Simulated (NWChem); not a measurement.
Molecule: BN2H4F; SMILES NB(N)F

```xyz
8

B      0.0000     0.0000    -0.0186
F      0.0000     0.0000    -1.3688
N     -1.2511     0.0000     0.6366
H     -2.1136     0.0000     0.1123
H     -1.3715     0.0000     1.6376
N      1.2511     0.0000     0.6366
H      1.3715     0.0000     1.6376
H      2.1136     0.0000     0.1123
```
Atoms are numbered in this order, from 1.

Computed with NWChem. Pople sets run with spherical d functions. Medium grid unless said otherwise, to which SCAN and Minnesota functionals are sensitive. All runs use the structure optimised with PBE0/def2-SVP. Hybrids' shares of exact exchange are those that their runs print; pure functionals count as 0. The functionals differ in more than this share.

```csv
row,share of exact exchange,orbital gap (eV)
PBE/6-31G*,0.00,6.61
BLYP/6-31G*,0.00,6.39
B3LYP/6-31G*,0.20,8.46
MN15/6-31G*,0.44,withheld
BHandHLYP/6-31G*,0.50,11.42
```

Q: Fit a straight line of the last column on the one before it, predict the withheld value, and compare with the run.

A: 
1. Means of the 4 shown rows: x = 0.175, y = 8.220. Slope Σ(x − x̄)(y − ȳ)/Σ(x − x̄)² = 1.648/0.1675 = 9.839; intercept 6.498.
2. The shown rows scatter about the line by 0.078 (root mean square); the largest residual is +0.11, at PBE/6-31G*.
3. At x = 0.44 (MN15/6-31G*; inside the shown range) the line gives 10.83.
4. The run gives 11.01, +0.18 from the line, 2.3 times the scatter.
